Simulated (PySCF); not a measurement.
## Assigning NMR signals

Atom-mapped SMILES (the numbers label the heavy atoms): `[CH2:1]=[CH:2][O:3]/[CH:4]=[CH:5]/[C:6](=[CH2:7])[SiH2:8][SiH3:9]`. Hydrogens are named by the atom that carries them. Ha(C7) is cis to C5; Ha(C1) is cis to O3; Hb(C7) is trans to C5; Hb(C1) is trans to O3.

PySCF calculation with shieldings: GIAO PBE0/pcSseg-1 and structure optimised with GFN2-xTB; relativity neglected, one computed conformer, fast rotation and ring inversion assumed for equivalent nuclei, no solvent.

References, each an isolated molecule treated in the same way: 13C (σ = 186.93 ppm) and 1H (σ = 31.72 ppm) vs TMS.

(1) Assign these signals to the numbered atoms. 13C{1H} NMR (computed): δ 157.4, 156.7, 142.8, 136.4, 122.5, 97.8.

(2) Assign these signals to the numbered atoms. 1H NMR (300 MHz, computed): δ 6.58 (m, 1H), 6.54 (d, 1H), 6.31 (d, 1H), 5.99 (br s, 1H), 5.71 (br s, 1H), 4.91 (m, 1H), 4.51 (m, 1H), 4.30 (q, 2H), 3.47 (t, 3H).

Answers

(1) 
```tsv
δ (ppm)	atoms	environment	reason
157.4	C2	alkene carbon bearing oxygen	an sp2 carbon further deshielded by the attached heteroatom
156.7	C4	alkene carbon bearing oxygen	–
142.8	C6	fully substituted alkene carbon	an sp2 carbon of a C=C bond
136.4	C7	terminal =CH2 carbon	as expected for a trigonal carbon in a double bond
122.5	C5	β carbon of an enol-ether or enamine type C=C	–
97.8	C1	β carbon of an enol-ether or enamine type C=C	the O or N lone pair pushes π density onto this β carbon and shields it
```

C2 and C4 lie closer than the usual error of such a calculation, so a measured spectrum could show them in the other order.

(2) 
```tsv
δ (ppm)	atoms	environment	reason
6.58	H(C2)	hydrogen on an alkene carbon bearing oxygen	attached to an sp2 carbon and in the plane of the double bond
6.54	H(C4)	hydrogen on an alkene carbon bearing oxygen	–
6.31	H(C5)	hydrogen on a β carbon of an enol-ether or enamine type C=C	olefinic region
5.99	Ha(C7)	hydrogen on a terminal =CH2 carbon	attached to an sp2 carbon and in the plane of the double bond
5.71	Hb(C7)	hydrogen on a terminal =CH2 carbon	–
4.91	Ha(C1)	hydrogen on a β carbon of an enol-ether or enamine type C=C	lone-pair donation from O or N shields it, upfield of ordinary alkene protons
4.51	Hb(C1)	hydrogen on a β carbon of an enol-ether or enamine type C=C	–
4.30	H(Si8)	hydrogen on a silicon bonded to C, Si	–
3.47	H(Si9)	hydrogen on a silicon bonded to Si	–
```

H(C2) and H(C4) lie closer than the usual error of such a calculation, so a measured spectrum could show them in the other order.

Shifts are as computed. Against solution values, carbons near 30 ppm lie about +3 ppm off and those near 130 ppm about +5 ppm. Of 1309 compounds with measured shifts, 239 miss one by over three times the rms of a fit or turn the order of signals round; such compounds aren't used in these exercises. Multiplicities follow the n + 1 count of equivalent neighbours, as no J values were calculated; m marks all less simple cases, F and P coupling included.
